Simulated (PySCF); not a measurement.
**Identify the compound**

Molecular formula: C₆H₁₁B. Simulated spectra:

$^{1}$H NMR (400 MHz, computed): δ 4.26 (br, 2H), 2.59 (m, 2H), 2.29 (m, 1H), 2.09 (m, 2H), 2.09 (m, 2H), 2.03 (m, 2H).

$^{13}$C{$^{1}$H} NMR (computed): δ 79.6 (C), 28.8 (CH2), 25.0 (CH2), 20.5 (CH).

PySCF 2.14.0 with density-fitted response routines calculation with J couplings at B3LYP/pcJ-1 (spin–dipole term only in couplings to heteroatoms), PBE0-D3(BJ)/def2-SVP geometry and PBE0/pcSseg-1 with gauge-including orbitals; fast rotation and ring inversion assumed for equivalent nuclei, one conformer, relativity neglected, gas phase.

Chemical shifts δ = σref − σ; TMS for $^{1}$H, $^{13}$C, all at this level.

Which of these isomers gave the spectra?
A. B[C@]12CC[C@H]1CC2
B. B/C(=C/C)C(=C)C
C. B[C@@H]1C[C@@H]1C1CC1

Results:

A. 

1. 4 carbon signals for 6 carbons: some carbons are equivalent by symmetry or fast rotation.
2. Carbon types of the structure: 1 × C, 1 × CH, 4 × CH2, leaving 2 H on heteroatoms.
3. δC 79.6: fully substituted sp3 carbon bonded to B.
4. δC 28.8, 25.0: sp3 CH2 in a ring; a saturated carbon with 2 carbon neighbours and no heteroatom attached.
5. δC 20.5: sp3 CH in a ring; aliphatic region, no heteroatom directly attached.
6. δH 4.26: hydrogen on a boron bonded to C.
7. δH 2.29: hydrogen on an sp3 CH in a ring.

The others: B/C(=C/C)C(=C)C would give 6 carbon signals, not 4; B[C@@H]1C[C@@H]1C1CC1 would give 6 carbon signals, not 4.

Hydrogens on boron are broadened and split by $^{11}$B (spin 3/2, 80 %) and 10B (spin 3). A carbon bonded to boron is broadened by the quadrupolar boron nucleus and is often missing from a measured spectrum. Splittings below 1 Hz are ignored in the labels, and close J values are merged. Couplings among chemically equivalent protons are left out too, so labels in AA′BB′ or AA′XX′ sets are apparent multiplicities. Unscaled 3J(H,H) at this level run about 10 % above measured values. Shifts are as computed. Against solution values, carbons near 30 ppm lie about +2 ppm off and those near 130 ppm about +5 ppm. Of 1309 compounds with measured shifts, 239 miss one by over three times the rms of a fit or turn the order of signals round; such compounds aren't used in these exercises.
